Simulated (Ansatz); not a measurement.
Consider the ligand exchange at a P–Se bond: `P[SeH]` + `C[SeH]` → `C[Se]P` + H₂Se.

Gas-phase electronic energies from Ansatz, PBE0-D4/def2-TZVP geometries. CBS: MP2 limit from def2 TZ/QZ plus the TZ coupled-cluster correction, frozen cores. DFT in def2-TZVPP. B3LYP here is the variant with VWN-RPA as its local correlation; programs differ in this. HSE06 is defined as in plane-wave codes. For Se outer-core shells are correlated without core-valence functions, which leaves a few kJ/mol of doubt a bond. Scalar relativity is left out up to krypton. One conformer a species, not always the lowest.

```
             level  ΔE (kJ/mol)  difference from CCSD(T)/CBS
       LDA (SPW92)         -6.4                         -0.8
         revPBE-D4         -6.4                         -0.8
           BLYP-D4         -5.9                         -0.3
         r2SCAN-D4         -5.5                          0.1
            B97M-V         -5.1                          0.5
           PBE0-D4         -5.0                          0.6
          B3LYP-D4         -5.2                          0.4
        r2SCANh-D4         -5.3                          0.3
        r2SCAN0-D4         -4.9                          0.7
          HSE06-D4         -5.0                          0.6
      CAM-B3LYP-D4         -4.6                          1.0
           ωB97X-V         -4.2                          1.4
           ωB97M-V         -4.3                          1.3
            B2PLYP         -3.8                          1.8
          PBE-QIDH         -4.5                          1.1
               PBE         -3.7                          1.9
            revPBE         -2.5                          3.1
              BLYP         -2.1                          3.5
            r2SCAN         -4.9                          0.7
             B3LYP         -2.1                          3.5
           r2SCANh         -4.6                          1.0
           r2SCAN0         -4.2                          1.4
             HSE06         -3.2                          2.4
             BHLYP         -1.9                          3.7
         CAM-B3LYP         -2.7                          2.9
           LC-ωPBE         -3.1                          2.5
RPA@PBE/def2-TZVPP         -3.8                          1.8
       HF/def2-SVP         -0.9                          4.7
      MP2/def2-SVP         -6.0                         -0.4
     CCSD/def2-SVP         -4.2                          1.4
  CCSD(T)/def2-SVP         -5.0                          0.6
     HF/def2-TZVPP         -0.4                          5.2
    MP2/def2-TZVPP         -6.3                         -0.7
SCS-MP2/def2-TZVPP         -4.7                          0.9
CCSD(T)/def2-TZVPP         -5.0                          0.6
     HF/def2-QZVPP         -0.4                          5.2
SCS-MP2/def2-QZVPP         -5.1                          0.5
      HF/CBS(def2)         -0.4                          5.2
     MP2/CBS(def2)         -7.0                         -1.4
    CCSD/CBS(def2)         -4.6                          1.0
       CCSD(T)/CBS         -5.6                            0
```

(1) What do rigid-rotor, harmonic-oscillator terms from PBE0-D4/def2-TZVP frequencies (298.15 K, 1 bar) make of the CCSD(T)/CBS value? (Estimate.)

Largest T1 diagnostic among the species: 0.010.

Results:

(1) Computed: ΔZPE = -3.2 kJ/mol, ΔH = -6.8 kJ/mol, ΔS = -5 J/(mol·K), ΔG = -5.5 kJ/mol.

The D4 term adds −3.1 kJ/mol with B3LYP and −1.8 kJ/mol with PBE0; it sums over pairs of atoms, weighted by their polarisabilities, and B3LYP, whose exchange is more repulsive, gets the larger term. In def2-TZVPP, CCSD(T) changes the Hartree–Fock value by −4.6 kJ/mol (the triples alone add −1.1 kJ/mol) and MP2 by −5.9 kJ/mol.
